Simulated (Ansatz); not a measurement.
All values below come from PBE-D3(BJ)/def2-SVP (Ansatz, a quantum-chemistry and plane-wave program). Gas-phase values, no solvent. 

Reference species: C10H16 rod of 1 cage `C1C2CC3CC1CC(C2)C3` (neutral, multiplicity 1).

The vertical ionisation energy (Delta-SCF) is 8.95 eV and the dipole moment is 0.00 D. The HOMO is -6.50 eV. The HOMO–LUMO gap is 6.91 eV.

After one change: the vertical ionisation energy (Delta-SCF) drops by 1.19 eV; the dipole moment stays essentially unchanged; the HOMO goes up by 0.70 eV; the HOMO–LUMO gap decreases by 0.67 eV.

Problem. Name the change that produced these shifts. The new species is one of these.
A. C22H28 rod of 4 cages `C1C2CC3C4CC56CC7CC8C9CC(C2)(C(C14)C85)C3C6C9C7`
B. C14H20 rod of 2 cages `C1C2CC3C4CC5CC(C14)C(C2)C3C5`
C. C38H44 rod of 8 cages
D. C30H36 rod of 6 cages `C1C2CC3C4CC56CC78CC9CC%10C%11CC%12%13CC(C2)(C(C14)C5C%12C%107)C3C6C%13C8C%11C9`

Solution. A, C22H28 rod of 4 cages `C1C2CC3C4CC56CC7CC8C9CC(C2)(C(C14)C85)C3C6C9C7`
